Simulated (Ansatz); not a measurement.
Program: Ansatz. Geometries: PBE0-D4/def2-TZVP. ΔE: electronic, gas phase. CBS: MP2 limit from def2 TZ/QZ plus the TZ coupled-cluster correction, frozen cores. DFT in def2-TZVPP. HSE06 is defined as in plane-wave codes. Elements past krypton have def2 core potentials. For Ge, In outer-core shells are correlated without core-valence functions, which leaves a few kJ/mol of doubt a bond. Scalar relativity is left out up to krypton. Each species was taken in one conformer, which may not be the lowest.

Consider the cleavage of the Si–Ge bond: `[SiH3][SiH2][SiH2][SiH2][GeH2][SiH3]` + `[OH][InH2]` → `[SiH3][O][InH2]` + `[SiH3][SiH2][SiH2][SiH2][GeH3]`.

CCSD(T)/CBS gives -19.3 kcal/mol.

(1) Another level gave -20.8 kcal/mol. Which?
A. r2SCANh-D4/def2-TZVPP
B. B97M-V/def2-TZVPP
C. ωB97M-V/def2-TZVPP
D. HSE06-D4/def2-TZVPP

Largest T1 diagnostic among the species: 0.017.

Answers

(1) B. B97M-V -20.8, HSE06-D4 -15.7, ωB97M-V -19.6, r2SCANh-D4 -18.7 kcal/mol.

In def2-TZVPP, CCSD(T) changes the Hartree–Fock value by +8.9 kcal/mol (the triples alone add +1.2 kcal/mol) and MP2 by +8.2 kcal/mol. From BLYP to BHLYP (50 % exact exchange), in def2-TZVPP and without D4, ΔE moves by −4.0 kcal/mol. At CCSD(T), def2-SVP lies −1.1 kcal/mol from the extrapolated value and def2-TZVPP −0.6 kcal/mol.
